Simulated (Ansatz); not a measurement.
Cl4Te, triplet, at a GFN2-xTB geometry (a higher spin typed on purpose: for a closed-shell molecule this is an excited state) (core potentials on Te); BLYP/def2-SVP run with Ansatz (an electronic-structure program).

Ansatz was given this input:
Ansatz 0.2 input:
```yaml
crystal:
  periodic: [false, false, false]
  atoms:
    - {symbol: Te, position_ang: [-0.00000000, 0.00000000, -0.00000000]}
    - {symbol: Cl, position_ang: [1.50529057, -1.91103356, -0.16539007]}
    - {symbol: Cl, position_ang: [1.91460967, 1.50159192, 0.15746220]}
    - {symbol: Cl, position_ang: [-1.50510087, 1.91713111, -0.06769397]}
    - {symbol: Cl, position_ang: [-1.91479936, -1.50768947, 0.07562184]}
basis:
  gaussian:
    orbitals: def2-SVP
hamiltonian:
  xc: blyp
magnetization: {spin_polarized: true, initial_magnetization: 2}
scf: {lower_state_search: light}
```

### Question
Write the output that Ansatz gives for this input, abridged.

### Answer

```
Functional definition: BLYP
1100 factors; their error is unknown
mean field evaluation 1: about -57363.5794 eV, gradient 2.1e1 eV
mean field evaluation 2: about -57350.6025 eV, gradient 5.1e1 eV
mean field evaluation 4: about -57366.2056 eV, gradient 1.5e0 eV
mean field evaluation 8: about -57366.1625 eV, gradient 4.9e-2 eV
mean field evaluation 16: about -57366.1625 eV, gradient 3.6e-5 eV
mean field evaluation 32: about -57365.0743 eV, gradient 3.4e0 eV
mean field evaluation 64: about -57365.1542 eV, gradient 8.0e-1 eV
mean field evaluation 96: about -57365.4354 eV, gradient 1.6e0 eV
mean field -57366.16248001 eV, -2108.1675869588 hartree, gradient 1.2e-5 eV, S^2 2.001531; 9 other end points of the search recorded, 0 dependent functions left out
reference -57366.16281443 eV, -2108.1675992485 hartree; 47, 45 occupied and 51, 53 virtual orbitals, 1100 factors
Total energy: -57366.16281443 eV, -2108.1675992485 hartree
```
